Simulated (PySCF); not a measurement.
## Potential energy of ZnN along the bond

Set-up: PySCF, spin-free X2C with a Gaussian nucleus, basis sets Zn x2c-SVPall, N x2c-SVPall. Energies in eV from Zn + N in their ground configurations at the same level. State: ⁴Σ⁻ (quartet), unpaired electrons σ ↑, π ↑↑.

```tsv
R (Å)	LC-ωPBE	B97-3
1.815	-0.1177	0.2580
1.900	-0.2420	0.0520
1.984	-0.2762	-0.0609
2.048	-0.2655	-0.1055
2.111	-0.2372	-0.1277
2.174	-0.2002	-0.1351
2.259	-0.1484	-0.1312
2.364	-0.0921	-0.1162
2.491	-0.0451	-0.0953
2.660	-0.0141	-0.0726
```

Question: Put a parabola through the three lowest points of the LC-ωPBE curve and estimate Re, k and ωe (reduced mass 11.49 u; 1 eV/Å² = 0.16022 mdyn/Å; ωe = 1302.8·√(k/μ) cm⁻¹).

Answer: Through R = 1.9, 1.984, 2.048 Å the second-order coefficient is 3.88 eV/Å², so Re ≈ 1.994 Å, k ≈ 1.24 mdyn/Å and ωe ≈ 429 cm⁻¹. A polynomial fit of higher order to the unrounded LC-ωPBE energies gives Re = 1.988 Å, k = 1.14 mdyn/Å, ωe = 410 cm⁻¹; anharmonicity and rounding make the difference.

The higher-order fit for each curve: LC-ωPBE: Re = 1.988 Å, ωe = 410 cm⁻¹, De = 0.276 eV; B97-3: Re = 2.189 Å, ωe = 218 cm⁻¹, De = 0.135 eV.

The bond is weak. Basis-set superposition, not corrected here, can be much of De in a small basis, most of all at correlated wavefunction levels. Functionals without a dispersion term scatter widely for such bonds, and LDA overbinds them. The state was picked by a PBE0 search and need not be the measured ground state.
